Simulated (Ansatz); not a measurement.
A run for Ansatz (a program for electronic structure): R-r2SCAN/def2-TZVPPD on CH4O2 (a complex), monomers drawn apart or pushed together. Files ending in .json are basis or fitting sets from the Basis Set Exchange.

Ansatz 0.2 input:
```yaml
crystal:
  periodic: [false, false, false]
  atoms:
    - {symbol: O, position_ang: [-0.15034444, 0.43763072, -0.11457981]}
    - {symbol: H, position_ang: [0.49207440, 0.16848233, -0.77929745]}
    - {symbol: H, position_ang: [-0.52355021, -0.38205229, 0.22990852]}
    - {symbol: C, position_ang: [-0.02836891, 0.43187176, 3.81759348]}
    - {symbol: O, position_ang: [-0.43226601, -0.68866934, 3.97829662]}
    - {symbol: H, position_ang: [1.05113208, 0.67180520, 3.81878927]}
    - {symbol: H, position_ang: [-0.71045501, 1.28739621, 3.66619368]}
basis:
  gaussian:
    orbitals: def2-TZVPPD.json
hamiltonian:
  xc: {name: r2SCAN}
scf: {lower_state_search: off}
```

Program output:

```
WARN ansatz: RAYON_NUM_THREADS=1 ignored (pool sized by the plan → 1); use --threads N
Functional definition: r2SCAN
these checks for a lower state are left out or cut short: stability, starts, cluster_reference, orbital_swaps, neighbouring_geometries, increment
integrals: 0.06 GiB planned
778 factors; their error is unknown
mean field: 0.57 GiB planned
mean field evaluation 1: about -5186.9970 eV, gradient 7.0e1 eV
mean field evaluation 2: about -5164.7541 eV, gradient 1.3e2 eV
mean field evaluation 4: about -5194.7984 eV, gradient 1.2e1 eV
mean field evaluation 8: about -5195.0517 eV, gradient 4.9e-1 eV
mean field evaluation 16: about -5195.0520 eV, gradient 1.0e-5 eV
mean field -5195.05195449 eV, -190.9146379947 hartree, gradient 2.3e-6 eV, S^2 0.000000; 0 other end points of the search recorded, 0 dependent functions left out
reference -5195.05197484 eV, -190.9146387427 hartree; 13, 13 occupied and 172, 172 virtual orbitals, 778 factors
Total energy: -5195.05197484 eV, -190.9146387427 hartree
Checks for a lower state left out: stability, starts, cluster_reference, orbital_swaps, neighbouring_geometries, increment
```

Self-consistency was reached.

Cost: around 1.7 core-seconds (rough).
